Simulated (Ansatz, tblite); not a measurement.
Forces on Si₃S₄⁻ at its PBE-D4/def2-SVPD geometry. Charge -1, multiplicity 2.

The xTB rows come from tblite. Another isomer (doublet) lies 0.64 eV lower at PBE0-D4/def2-TZVPD; other spin states weren't run for this one.

GFN1-xTB (tblite), largest force 1.30 eV/Å:

```xyz
7
positions Å, forces eV/Å
Si    0.327    0.578   -1.130    0.250    0.449   -0.880
Si    1.658   -1.923    1.081   -0.746    0.865   -0.487
Si   -1.107    0.326    0.622   -0.860    0.258    0.482
S    -2.849    1.230    1.058    1.118   -0.648   -0.183
S     0.261    1.772   -2.746    0.146   -0.817    1.007
S     1.958   -0.800   -0.793   -0.611   -0.167    0.836
S    -0.248   -1.183    1.908    0.703    0.060   -0.776
```

GFN2-xTB (tblite), largest force 0.81 eV/Å:

```
Si -0.585 0.012 0.560
Si -0.122 0.142 -0.080
Si 0.416 0.183 -0.670
S -0.157 -0.006 0.164
S 0.126 0.042 -0.184
S 0.187 -0.183 0.072
S 0.135 -0.191 0.138
```

PBE-D4/def2-TZVPD (Ansatz), largest force 0.36 eV/Å:

```
Si 0.144 0.029 -0.183
Si -0.207 0.240 -0.135
Si -0.151 -0.021 0.179
S 0.310 -0.158 -0.081
S 0.008 -0.211 0.288
S -0.203 0.035 0.151
S 0.099 0.086 -0.219
```
